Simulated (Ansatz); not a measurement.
CH₃AuF₃PS. Total charge 0; spin multiplicity 1. Correlated methods include outer-core shells of Au, which these sets cover unevenly. Au takes the def2 core potential. The bonds changed during the relaxation, so this is another structure than the one it started from.

Z-matrix (Å, degrees):
```
C
S 1 1.808
H 1 1.088 2 111.9
H 1 1.088 2 111.7 3 124.8
H 1 1.093 2 105.0 3 -117.6
Au 2 2.240 1 104.2 3 -62.2
F 3 2.693 1 111.9 2 -51.9
P 7 1.578 3 119.1 1 50.6
F 8 1.575 7 97.5 3 68.1
F 8 1.582 7 96.2 3 165.4
```

**Question.** Give the diagnostics of a CCSD(T)/def2-TZVPP run (frozen core, Ansatz). (An estimate is asked.)

**Answer.** Ansatz gave: T1 = 0.0209, largest single amplitude 0.117, largest double 0.042, (T) share of the correlation energy 3.6 %, 13 CCSD cycles. The RHF solution is stable towards an unrestricted one. T1 lies over the customary mark of 0.02 for closed shells; compounds of d metals often pass it without a breakdown.
